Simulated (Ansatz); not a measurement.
`C[SiH](F)O[SiH2]O`: the same geometry under several functionals.

```yaml
crystal:
  periodic: [false, false, false]
  atoms:
    - {symbol: C, position_ang: [-0.056228, 1.968692, 1.361320]}
    - {symbol: Si, position_ang: [-0.660276, 0.752846, 0.114950]}
    - {symbol: F, position_ang: [-0.258162, 1.260596, -1.354633]}
    - {symbol: O, position_ang: [0.053048, -0.689425, 0.339978]}
    - {symbol: Si, position_ang: [0.570593, -2.002888, -0.491711]}
    - {symbol: O, position_ang: [-0.047540, -2.044124, -2.006953]}
    - {symbol: H, position_ang: [-0.513577, 2.947921, 1.201323]}
    - {symbol: H, position_ang: [-0.309040, 1.634877, 2.370677]}
    - {symbol: H, position_ang: [1.028896, 2.079492, 1.300249]}
    - {symbol: H, position_ang: [-2.132382, 0.599078, 0.112517]}
    - {symbol: H, position_ang: [0.076070, -3.220495, 0.181008]}
    - {symbol: H, position_ang: [2.053281, -1.945535, -0.516427]}
    - {symbol: H, position_ang: [0.195326, -1.341025, -2.612289]}
basis:
  gaussian: {orbitals: def2-TZVPP}
hamiltonian: {xc: r2scan, dispersion: d4}
output: {forces: true, orbitals: {seedname: orbitals}}
```

```sh
$ ansatz run in.yaml --threads 2 --pin off --events-out ev --progress --plain --max-ram 22528MiB --backend cuda --devices 0, --max-vram 18GiB
```

Output, abridged:

```
Functional definition: r2SCAN
1627 factors; their error is unknown
mean field evaluation 1: about -23706.6479 eV, gradient 9.7e1 eV
mean field evaluation 2: about -23677.5842 eV, gradient 1.5e2 eV
mean field evaluation 4: about -23722.4661 eV, gradient 8.9e0 eV
mean field evaluation 8: about -23722.6287 eV, gradient 2.4e-1 eV
mean field evaluation 16: about -23722.5877 eV, gradient 4.6e-3 eV
mean field -23722.58768657 eV, -871.7890177342 hartree, gradient 1.4e-5 eV, S^2 0.000000; 0 other end points of the search recorded, 0 dependent functions left out
reference -23722.58770104 eV, -871.7890182657 hartree; 33, 33 occupied and 273, 273 virtual orbitals, 1627 factors
Total energy: -23722.66151390 eV, -871.7917308383 hartree
Atom 0 at    -0.056228     1.968692     1.361320 Å, force    -0.033313    -0.019249    -0.021515 eV/Å
Atom 1 at    -0.660276     0.752846     0.114950 Å, force    -0.045137     0.025789     0.023645 eV/Å
Atom 2 at    -0.258162     1.260596    -1.354633 Å, force     0.013076     0.011220    -0.038826 eV/Å
Atom 3 at     0.053048    -0.689425     0.339978 Å, force     0.015747    -0.017111     0.049802 eV/Å
Atom 4 at     0.570593    -2.002888    -0.491711 Å, force     0.042161    -0.024645     0.033791 eV/Å
Atom 5 at    -0.047540    -2.044124    -2.006953 Å, force    -0.033762    -0.018262    -0.033406 eV/Å
Atom 6 at    -0.513577     2.947921     1.201323 Å, force     0.019992    -0.014040     0.017925 eV/Å
Atom 7 at    -0.309040     1.634877     2.370677 Å, force     0.015196     0.023211    -0.012395 eV/Å
Atom 8 at     1.028896     2.079492     1.300249 Å, force    -0.018296     0.003645     0.007875 eV/Å
Atom 9 at    -2.132382     0.599078     0.112517 Å, force     0.025042     0.006230     0.005142 eV/Å
Atom 10 at     0.076070    -3.220495     0.181008 Å, force     0.014395     0.021089    -0.020659 eV/Å
Atom 11 at     2.053281    -1.945535    -0.516427 Å, force    -0.021189    -0.011577     0.007397 eV/Å
Atom 12 at     0.195326    -1.341025    -2.612289 Å, force     0.006088     0.013699    -0.018775 eV/Å
Dipole moment:     0.104267     0.256851     0.182946 e Å
```

Run time 3 s (2 threads of an AMD EPYC 7R13 on a shared host and a share of an NVIDIA H100 80 GB); peak host memory 0.83 GiB.

The same input with `hamiltonian: {xc: pbe, dispersion: d4}` (abridged; 1.9 s):

```
Functional definition: PBE
mean field evaluation 16: about -23710.6800 eV, gradient 7.7e-4 eV
mean field -23710.67995510 eV, -871.3514166737 hartree, gradient 5.9e-5 eV, S^2 0.000000
Total energy: -23710.97092099 eV, -871.3621094732 hartree
Atom 0 force    -0.013108    -0.014355     0.000137 eV/Å
Atom 1 force    -0.260472     0.167344     0.297063 eV/Å
Atom 2 force     0.138053     0.221372    -0.574540 eV/Å
Atom 3 force     0.080668    -0.088042     0.395091 eV/Å
Atom 4 force     0.250415    -0.221859     0.123049 eV/Å
Atom 5 force    -0.319522    -0.373972    -0.217252 eV/Å
Atom 6 force    -0.082849     0.187455    -0.021823 eV/Å
Atom 7 force    -0.042463    -0.051547     0.198015 eV/Å
Atom 8 force     0.207061     0.026361    -0.004417 eV/Å
Atom 9 force    -0.184182    -0.021075     0.007034 eV/Å
Atom 10 force    -0.065635    -0.147809     0.067318 eV/Å
Atom 11 force     0.180562     0.001821     0.014080 eV/Å
Atom 12 force     0.111474     0.314307    -0.283756 eV/Å
Dipole moment:     0.101139     0.251254     0.176682 e Å
```
